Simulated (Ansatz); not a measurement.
`CB(O[SiH3])O[SiH3]`. The species carries charge 0 and has multiplicity 1. Geometry: relaxed with PBE0-D4/def2-TZVP. It is one conformer, not always the lowest.

```xyz
15

C    -0.514    0.750   -2.319
B    -0.202    0.291   -0.853
O    -0.445    1.134    0.192
Si   -0.149    1.319    1.796
O     0.321   -0.956   -0.655
Si    0.651   -2.055    0.516
H    -0.994    1.728   -2.364
H    -1.149    0.019   -2.827
H     0.414    0.795   -2.898
H     1.082    0.584    2.192
H    -1.301    0.813    2.582
H     0.039    2.767    2.056
H     0.395   -3.404   -0.044
H     2.073   -1.945    0.926
H    -0.223   -1.841    1.701
```

**Question.** What is the dipole moment at PBE/def2-TZVPP? (Estimate.)

**Answer.** Ansatz gave: 0.45 D, with components (0.12, -0.16, 0.41) D in this frame, pointing from negative to positive charge.

**Question.** And with r2SCAN, B3LYP, ωB97M-V? (An estimate is asked.)

**Answer.** Ansatz gave: r2SCAN 0.41 D, B3LYP 0.55 D, ωB97M-V 0.51 D.

**Question.** Give the Mulliken charges with PBE, ωB97M-V, r2SCAN in def2-TZVPP. (Best estimate.)

**Answer.** Ansatz gave: 
| atom | PBE | ωB97M-V | r2SCAN |
| --- | --- | --- | --- |
| C1 | -0.38 | -0.38 | -0.27 |
| B2 | 0.35 | 0.41 | 0.49 |
| O3 | -0.27 | -0.36 | -0.38 |
| Si4 | 0.29 | 0.25 | 0.39 |
| O5 | -0.27 | -0.36 | -0.39 |
| Si6 | 0.29 | 0.25 | 0.39 |
| H7 | 0.11 | 0.11 | 0.07 |
| H8 | 0.11 | 0.11 | 0.07 |
| H9 | 0.11 | 0.12 | 0.07 |
| H10 | -0.05 | -0.02 | -0.07 |
| H11 | -0.05 | -0.02 | -0.07 |
| H12 | -0.06 | -0.03 | -0.07 |
| H13 | -0.06 | -0.03 | -0.07 |
| H14 | -0.06 | -0.03 | -0.07 |
| H15 | -0.05 | -0.02 | -0.07 |

B3LYP here is the variant with VWN-RPA as its local correlation; programs differ in this.
